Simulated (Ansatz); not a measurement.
Basis-set extrapolation for CH4AlFN2, SMILES `N=C[NH][AlH][F]` (PBE0-D4/def2-TZVP geometry, frozen core, Ansatz 0.2.0). Multiplicity 1, RHF reference.

```csv
,def2-TZVPP,def2-QZVPP
HF,-490.670168,-490.689686
MP2 correlation,-0.895445,-0.965428
CCSD(T) correlation,-0.952523,not run
```

Energies in hartree. Use E(X) = E(∞) + A·exp(−7.88·√X) for Hartree–Fock and E(X) = E(∞) + B·X^(−2.97) for correlation, with X = 3 and 4, and add CCSD(T) minus MP2 of the smaller set to the MP2 limit.

What is the CCSD(T) energy at the basis-set limit?

HF limit: -490.689686 + (-0.019518) × 0.13774 = -490.69237. MP2 limit: -0.965428 + (-0.069983) × 0.74074 = -1.01727. Higher-order term: -0.952523 − (-0.895445) = -0.05708. Total: -491.76672 hartree, 378.1 kJ/mol below CCSD(T)/def2-TZVPP.
